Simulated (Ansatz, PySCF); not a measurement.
Sn(H)2(Me)2 (C₂H₈Sn), SMILES [CH3][SnH2][CH3].

The structure is a stationary point at r2SCAN-D4/def2-SVP. The structure was generated by enumeration; whether it is a known compound was not checked. The def2 effective core potentials stand for the cores of Sn; spin–orbit coupling is left out.

Vertical ionisation energy (IE) and electron affinity (EA) in eV. Rows of orbital energies are one-electron estimates. Where ΔSCF, EOM or ADC give a negative EA the extra electron is unbound and the value depends on the basis.

```
level                                                                   IE     EA
-------------------------------------------------------------------  -----  -----
−ε(HOMO), −ε(LUMO), PBE0/def2-TZVP (PySCF)                            8.01  -0.48
−ε(HOMO), −ε(LUMO), PBE/def2-TZVP (PySCF)                              ___    ___
ΔSCF, PBE0/def2-SVPD (Ansatz), final states of multiplicity 2 and 2  10.03  -1.32
ΔSCF, PBE/def2-SVPD (Ansatz), final states of multiplicity 2 and 2    9.85  -1.18
```

Question: Complete the blanks. (Estimate from the structure and the level; the computed values follow.)

Answer: 
- −ε(HOMO), −ε(LUMO), PBE/def2-TZVP (PySCF), IE: 6.85
- −ε(HOMO), −ε(LUMO), PBE/def2-TZVP (PySCF), EA: 0.21

Question: What vertical singlet–triplet gap does ΔSCF give with PBE0/def2-SVPD (Ansatz, a program for electronic structure) and with PBE/def2-SVPD (Ansatz)? (An estimate is asked for; the answer gives what the named calculation found.)

Answer: 6.75 and 6.49 eV (triplet above singlet where positive).
